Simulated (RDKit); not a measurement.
Input file for RDKit: MMFF94 on C4H4 (a complex), monomers drawn apart or pushed together.

```python
from rdkit import Chem
from rdkit.Chem import AllChem, rdDetermineBonds

blocks = [
'''4

C     0.02740433   -0.06384661   -1.16162393
C    -0.01756274    0.00859907    0.03286184
H     0.06687761   -0.12775417   -2.22156615
H    -0.05588855    0.07136604    1.09553516
''',
'''4

C    -0.35862447    0.51461405    4.21032709
C     0.34537471   -0.44997254    4.12608434
H    -0.98317767    1.37130439    4.28901013
H     0.97001679   -1.30697719    4.05106869
''',
]
mol = None
for b in blocks:
    f = Chem.MolFromXYZBlock(b)
    rdDetermineBonds.DetermineBonds(f, charge=0)
    mol = f if mol is None else Chem.CombineMols(mol, f)
Chem.SanitizeMol(mol)
print(Chem.MolToSmiles(Chem.RemoveHs(mol)))
ff = AllChem.MMFFGetMoleculeForceField(mol, AllChem.MMFFGetMoleculeProperties(mol), nonBondedThresh=100.0, ignoreInterfragInteractions=False)
e = ff.CalcEnergy()
print(f'MMFF94 energy {e:.6f} kcal/mol')
```

Output:

```
C#C.C#C
MMFF94 energy 4.203754 kcal/mol
```

The run finished.

Cost: about 0.03 core-seconds (a rough figure).
